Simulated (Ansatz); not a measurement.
Cost and result for the atomization energy of CH5AlFGa (`F[CH2][AlH][GaH2]`) (9 atoms, 8 bonds).

```xyz
9

F    -0.624    1.923   -0.245
C    -1.473    0.828   -0.012
Al   -0.399   -0.836    0.158
Ga    2.092   -0.586   -0.073
H    -2.193    0.787   -0.839
H    -2.058    1.051    0.890
H    -1.209   -2.184    0.426
H     3.033   -0.291    1.160
H     2.830   -0.693   -1.464
```

Total charge 0; spin multiplicity 1. Correlated methods include outer-core shells of Ga, which these sets cover unevenly. Scalar relativity is left out up to krypton. The structure was optimised at the PBE0-D4/def2-TZVP level. It is one conformer, not always the lowest. Program: Ansatz. All runs use 4 threads of an Arm Neoverse V1 on a shared host. Times are those of one run each, without the atoms' runs, and a repeat can differ threefold. Electronic energies, without spin–orbit coupling; frozen cores. CCSD(T)/CBS adds CCSD(T) − MP2 in def2-TZVPP to the MP2 limit, and its time is that of the two runs behind it. T1 = 0.013. With those shells the extrapolation isn't a true limit. HSE06 is the plane-wave form, built on full-range PBE exchange.

CCSD(T)/CBS is a level of theory with its own doubt, some kJ/mol a heavy atom from the limit and from the frozen cores, so smaller differences don't rank the functionals.

```tsv
level	functions	wall time
LDA (SPW92)/def2-TZVPP	222	1.1 s
revPBE-D4/def2-TZVPP	222	1.6 s
PBE-D4/def2-TZVPP (with forces)	222	2 s
HSE06-D4/def2-TZVPP	222	2.9 s
CAM-B3LYP-D4/def2-TZVPP	222	3.2 s
CCSD(T)/def2-SVP	103	4.3 s
r2SCANh-D4/def2-TZVPP	222	4.4 s
B2PLYP/def2-TZVPP	222	4.4 s
PBE-QIDH/def2-TZVPP	222	4.8 s
B97M-V/def2-TZVPP	222	9 s
MP2/def2-QZVPP	423	19 s
CCSD(T)/def2-TZVPP	222	100 s
CCSD(T)/CBS(def2)	–	120 s
```

(1) What atomization energy does each give, and how far from CCSD(T)/CBS? (Best estimate.)

Answers

(1) Computed: 
```json
{"level": "LDA (SPW92)/def2-TZVPP", "atomization (kcal/mol)": "693.5", "difference from CCSD(T)/CBS": "82.9", "per bond": "10.4"}
{"level": "revPBE-D4/def2-TZVPP", "atomization (kcal/mol)": "598.3", "difference from CCSD(T)/CBS": "-12.3", "per bond": "-1.5"}
{"level": "PBE-D4/def2-TZVPP (with forces)", "atomization (kcal/mol)": "612.8", "difference from CCSD(T)/CBS": "2.2", "per bond": "0.3"}
{"level": "HSE06-D4/def2-TZVPP", "atomization (kcal/mol)": "604.9", "difference from CCSD(T)/CBS": "-5.7", "per bond": "-0.7"}
{"level": "CAM-B3LYP-D4/def2-TZVPP", "atomization (kcal/mol)": "611.0", "difference from CCSD(T)/CBS": "0.4", "per bond": "0.0"}
{"level": "CCSD(T)/def2-SVP", "atomization (kcal/mol)": "575.3", "difference from CCSD(T)/CBS": "-35.3", "per bond": "-4.4"}
{"level": "r2SCANh-D4/def2-TZVPP", "atomization (kcal/mol)": "607.8", "difference from CCSD(T)/CBS": "-2.8", "per bond": "-0.3"}
{"level": "B2PLYP/def2-TZVPP", "atomization (kcal/mol)": "599.5", "difference from CCSD(T)/CBS": "-11.1", "per bond": "-1.4"}
{"level": "PBE-QIDH/def2-TZVPP", "atomization (kcal/mol)": "603.3", "difference from CCSD(T)/CBS": "-7.3", "per bond": "-0.9"}
{"level": "B97M-V/def2-TZVPP", "atomization (kcal/mol)": "616.7", "difference from CCSD(T)/CBS": "6.1", "per bond": "0.8"}
{"level": "MP2/def2-QZVPP", "atomization (kcal/mol)": "608.8", "difference from CCSD(T)/CBS": "-1.8", "per bond": "-0.2"}
{"level": "CCSD(T)/def2-TZVPP", "atomization (kcal/mol)": "597.1", "difference from CCSD(T)/CBS": "-13.5", "per bond": "-1.7"}
{"level": "CCSD(T)/CBS(def2)", "atomization (kcal/mol)": "610.6", "difference from CCSD(T)/CBS": "0.0", "per bond": "0.0"}
```

In def2-TZVPP, CCSD(T) changes the Hartree–Fock value by +152.7 kcal/mol (the triples alone add +7.5 kcal/mol) and MP2 by +156.4 kcal/mol; breaking electron pairs costs correlation energy, which Hartree–Fock lacks. The D4 term adds +5.9 kcal/mol with B3LYP and +3.1 kcal/mol with PBE0; it sums over pairs of atoms, weighted by their polarisabilities, and B3LYP, whose exchange is more repulsive, gets the larger term. At CCSD(T), def2-SVP lies −35.4 kcal/mol from the extrapolated value and def2-TZVPP −13.5 kcal/mol: correlation converges slowly with the basis, and small sets miss more of it in the bonded molecule than in its fragments.

B3LYP here is the variant with VWN-RPA as its local correlation; programs differ in this.
